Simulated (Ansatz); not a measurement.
## Which is lower?

The two ends of one reaction step of GaAsH$_{6}$O$_{2}$, singlet (PBE0-D4/def2-TZVP).

A:

```
atom    x (Å)    y (Å)    z (Å)
 Ga1  -0.0996   1.2605   0.1740
  H2  -1.4682   1.9552  -0.0803
  O3   1.3045   1.3374  -0.9615
  O4   0.4375   0.8486   1.8456
  H5  -1.0954  -2.1352  -1.5109
 As6  -0.6443  -1.4148  -0.2586
  H7   1.1242   1.8116  -1.7745
  H8   1.3913   0.7500   1.8917
  H9  -1.5409  -2.1658   0.6971
 H10   0.5910  -2.2476  -0.0226
```

B:

Ga1  (0.479, 0.102, 0.161)
H2  (-2.307, 1.311, -0.125)
O3  (1.619, 1.110, -0.781)
O4  (-0.124, 0.939, 1.617)
H5  (-2.540, 1.185, -0.824)
As6  (-0.330, -2.086, -0.400)
H7  (1.976, 0.692, -1.566)
H8  (0.258, 1.814, 1.718)
H9  (-0.095, -2.545, 1.032)
H10  (1.065, -2.521, -0.834)
(Å)

Ansatz 0.2.0; basis: def2-TZVPP; cores frozen in the correlated methods. Filled d shells of the heavier atoms are correlated. The def2 sets are not built for correlating such inner shells, so the correlated values are less sure here. B3LYP uses VWN-RPA correlation.

**Question.** Which structure is lower at CCSD(T), and by how much? (An estimate is asked for; the value comes from the calculation.)

**Answer.** By the calculation: B, by 0.166 eV (electronic energy, against the other). By their contacts, A is GaAsH₆O₂ ([OH][GaH]([OH])[AsH3]) and B is a complex of GaAsH₄O₂ ([OH][Ga]([OH])[AsH2]) + H₂.

All methods give the same order:

| method | E(B) − E(A) (eV) |
| --- | --- |
| SPW92 | -0.066 |
| PBE-D4 | -0.248 |
| BLYP-D4 | -0.281 |
| r2SCAN-D4 | -0.194 |
| B97M-V | -0.044 |
| PBE0-D4 | -0.170 |
| B3LYP-D4 | -0.207 |
| r2SCAN0-D4 | -0.151 |
| BHLYP-D4 | -0.108 |
| CAM-B3LYP-D4 | -0.114 |
| wB97X-V | -0.111 |
| wB97M-V | -0.162 |
| B2PLYP | -0.219 |
| PBE-QIDH | -0.146 |
| RPA on PBE | -0.174 |
| HF | -0.050 |
| MP2 | -0.229 |
| CCSD | -0.131 |
| CCSD(T) | -0.166 |

No T1 diagnostic of these runs exceeds 0.014.

Labels in which every atom is bracketed show which atoms are joined, not bond orders.

For scale, one of the runs: CCSD(T)/def2-TZVPP, 242 basis functions, launched by `ansatz run in.yaml --threads 8 --pin off --events-out ev --progress --plain --max-ram 19148MiB`. Time: 74 s of wall clock on 8 CPU threads of an Intel Xeon Platinum 8488C; the host was shared. Peak host memory: 5 GiB.
